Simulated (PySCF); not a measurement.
Compound: C₄H₅BF₃N.
Structure used (PBE0-D3(BJ)/def2-SVP), in Å, numbered top down from 1:
```xyz
14
C4H5BF3N angstrom
B     -2.749   -0.733    1.265
N     -1.570   -0.156    0.486
C     -0.680    0.284   -0.096
C      0.449    0.845   -0.827
C      1.610   -0.090   -0.902
F      1.397   -1.221   -1.565
C      2.805    0.148   -0.361
F      3.822   -0.657   -0.443
F      3.076    1.238    0.311
H     -3.334   -1.476    0.490
H     -2.260   -1.321    2.220
H     -3.424    0.231    1.600
H      0.753    1.785   -0.342
H      0.105    1.097   -1.846
```

A calculation gives these core lines: B 1s: 194.03 eV; C 1s: 293.06 (area 1), 293.85 (area 1), 294.31 (area 1), 296.33 (area 1) eV; N 1s: 407.09 eV; F 1s: 694.39 (area 1), 695.11 (area 1), 695.24 (area 1) eV.

Level of theory: delta-SCF UKS SCAN, pcX-2 on the ionised atom, pcseg-1 elsewhere, spin-free X2C (PySCF 2.14.0). Geometry: PBE0-D3(BJ)/def2-SVP, one conformer, isolated molecule.

Problem. Which carbon gives which C 1s line?

Solution. 293.06 eV: C3 (triply bonded carbon); 293.85 eV: C4 (allylic carbon); 294.31 eV: C5 (vinylic C–F carbon); 296.33 eV: C7 (=CF2 carbon). The listed C 1s values span 3.27 eV, from C3 (bonded to N (triple bond) and C) to C7 (bonded to 2 F and C (double bond)). The widest gap between neighbouring values is 2.02 eV, between 294.31 and 296.33 eV. Summing the Pauling electronegativity differences to the bonded atoms, each weighted by its formal bond order, gives +1.47 for the lowest site and +2.86 for the highest; no listed site has a larger sum than the highest. The smallest sum, -0.70, belongs to C4, 0.79 eV above the lowest.

Bonded neighbours of each site: B1: N and 3 H; N2: C (triple bond) and B; C3: N (triple bond) and C; C4: 2 C and 2 H; C5: F, C (double bond) and C; F6: C; C7: 2 F and C (double bond); F8: C; F9: C.

Problem. Which photon wavelength matches the B 1s of B1 threshold?

Solution. λ = hc/E = 12398.42 eV Å / 194.03 eV = 63.900 Å.
